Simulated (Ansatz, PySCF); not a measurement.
Pair of molecules: hydrogen isocyanide (SMILES [C-]#[NH+]) (first 3 atoms) with CH4O (SMILES CO); geometry from B3LYP-D3(BJ)/def2-TZVP, rigid monomers moved along the line of their centres of mass till H3···O5 is 2.01 Å.
(charge 0, multiplicity 1):
```xyz
9

C     -0.11278    -0.62852    -0.25598
N     -0.13684    -0.18249     0.81773
H     -0.16687     0.19863     1.76612
C     -0.09655    -0.29175     4.66743
O     -0.19686     0.75473     3.69571
H      0.25760     0.09648     5.62468
H      0.63200    -1.00283     4.28404
H     -1.05200    -0.80292     4.80715
H     -0.84639     1.40414     3.98376
```

Counterpoise-corrected where a basis set is named; no monomer relaxation. Rows marked so take none.

Frozen-core correlation. Rows in 3-21G carry no dispersion term and start afresh at each structure.

The values were computed with Ansatz (Gaussian orbitals); PySCF for 3-21G rows. Each number belongs to the level named beside it.

Give the interaction energy at the level HF/3-21G (no counterpoise).

-597 meV

What is the computed interaction energy (r2SCAN/def2-TZVPPD)?

-355 meV

What is the computed interaction energy (SCS-MP2/aug-cc-pVDZ)?

-342 meV

Ansatz is a program for electronic structure.
